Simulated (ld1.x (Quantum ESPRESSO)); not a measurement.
# Co, PAW: configuration errors across variants

cobalt (Co), PAW, made with ld1.x (Quantum ESPRESSO) 7.5 (BLYP, scalar-relativistic). Core [Ar], reference 3d7 4s2 4p0. Waves: 4s (bound): rcut 2.10, rcutus 2.35 bohr; 4s channel at 1.2 Ry: rcut 2.10, rcutus 2.35 bohr; 4p (bound, empty): rcut 2.15, rcutus 2.75 bohr; 4p channel at 0.2 Ry: rcut 2.15, rcutus 2.75 bohr; 3d (bound): rcut 1.25, rcutus 1.40 bohr; 3d channel at 1.75 Ry: rcut 1.25, rcutus 1.40 bohr. Local part: all-electron potential smoothed inside 1.85 bohr (lloc = -1). Core correction: a·sin(br)/r model core, default radius (ld1.x builds one for every PAW set, though the input has nlcc=.false.). Augmentation charge: PSQ, radius 1.05 bohr.

All-electron excitation energies from the reference (eV): (1) 3d7 4s1 4p0 9.044; (2) 3d7 4s0 4p0 26.018; (3) 3d6 4s0 4p0 61.893; (4) 3d7.5 4s1.5 4p0 -0.936; (5) 3d5 4s0 4p0 117.216; (6) 3d7 4s0 4p1 14.443; (7) 3d7 4s1 4p1 4.368.

Tests that are not counted but printed errors over 1 eV. “all radii but the core radius scaled by about 1.09 (s 2.56, p 3.00, d 1.52 bohr, rcut 2.28/2.34/1.36); local potential all-electron potential smoothed inside 2.02 bohr (lloc = -1); augmentation PSQ, radius 1.14 bohr”: 3d5 4s0 4p0 (pseudo-atom not self-consistent, printed error -1.5 eV).

1 further variants failed, have other tests or too few solved ones, and are left out.

Errors AE − PS in meV (a dash: test not solved or not reliable):

| change | (1) | (2) | (3) | (4) | (5) | (6) | (7) | bound ghosts |
| --- | --- | --- | --- | --- | --- | --- | --- | --- |
| base | +3.0 | +23 | -255 | -19 | -1503 | +7.7 | +0.9 | none |
| all radii but the core radius scaled by about 0.89 (s 2.08, p 2.44, d 1.24 bohr, rcut 1.86/1.90/1.10); local potential all-electron potential smoothed inside 1.64 bohr (lloc = -1); augmentation PSQ, radius 0.92 bohr | +14 | +52 | -218 | -19 | -1478 | +21 | -1.3 | none |
| all radii but the core radius scaled by about 0.96 (s 2.26, p 2.64, d 1.34 bohr, rcut 2.02/2.06/1.20); local potential all-electron potential smoothed inside 1.78 bohr (lloc = -1); augmentation PSQ, radius 1.00 bohr | +2.9 | +24 | -251 | -19 | -1504 | +8.1 | +1.2 | none |
| all radii but the core radius scaled by about 1.09 (s 2.56, p 3.00, d 1.52 bohr, rcut 2.28/2.34/1.36); local potential all-electron potential smoothed inside 2.02 bohr (lloc = -1); augmentation PSQ, radius 1.14 bohr | +1.5 | +15 | -262 | -19 | – | +4.3 | +0.1 | none |
| all radii but the core radius scaled by about 1.29 (s 3.02, p 3.54, d 1.80 bohr, rcut 2.70/2.76/1.60); local potential all-electron potential smoothed inside 2.38 bohr (lloc = -1); augmentation PSQ, radius 1.34 bohr | -0.1 | +5.4 | -265 | -19 | -1516 | +1.2 | -0.5 | none |
| all radii but the core radius scaled by about 1.40 (s 3.28, p 3.84, d 1.96 bohr, rcut 2.92/3.00/1.74); local potential all-electron potential smoothed inside 2.58 bohr (lloc = -1); augmentation PSQ, radius 1.46 bohr | -1.5 | -3.9 | -264 | -20 | -1577 | -1.8 | -0.9 | none |

Problem. Give the same row for: all radii but the core radius scaled by about 1.18 (s 2.78, p 3.26, d 1.66 bohr, rcut 2.50/2.56/1.48); local potential all-electron potential smoothed inside 2.20 bohr (lloc = -1); augmentation PSQ, radius 1.24 bohr.

Solution. +0.6, +10, –, -19, –, +2.7, -0.3; bound ghosts: none. Not counted: 3d6 4s0 4p0 (solver errors, printed error -475 eV); 3d5 4s0 4p0 (solver errors, printed error -361 eV).
